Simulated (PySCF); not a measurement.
**C₆ coefficients of unlike pairs at PW91**

Calculated with PySCF 2.14 from the dipole response of each species, C₆(A,B) = (3/π) ∫ α_A(iu) α_B(iu) du, in atomic units, from isotropic polarisabilities. For ions this is the dispersion term alone; charge-induced terms of lower order in 1/R come first.

```
species      configuration                                                                           basis     relativity  α (bohr³)  C₆ (like pair)
     Rh  [Kr] 4d8 5s1 (4F)  x2c-TZVPPall with one added diffuse shell each of s, p, d, f type (9s7p7d3f1g)  spin-free X2C      53.03           463.0
   Cu³⁺      [Ar] 3d8 (3F)                                                     aug-cc-pVTZ-DK (8s7p5d3f2g)  spin-free X2C      1.666           3.898
   Si³⁺      [Ne] 3s1 (2S)                                                         dyall-av3z (19s12p3d2f)           none      7.043           12.89
```

**Question.** Estimate C₆ for Cu³⁺ with Rh.

**Answer.** The integral gives 30.90. The combination rule 2 C_A C_B / (C_A α_B/α_A + C_B α_A/α_B) gives 26.04 and the geometric mean 42.48.

No spin-orbit coupling is included.

The other pairs:

| pair | C₆ |
| --- | --- |
| Si³⁺, Rh | 76.13 |
| Si³⁺, Cu³⁺ | 5.210 |
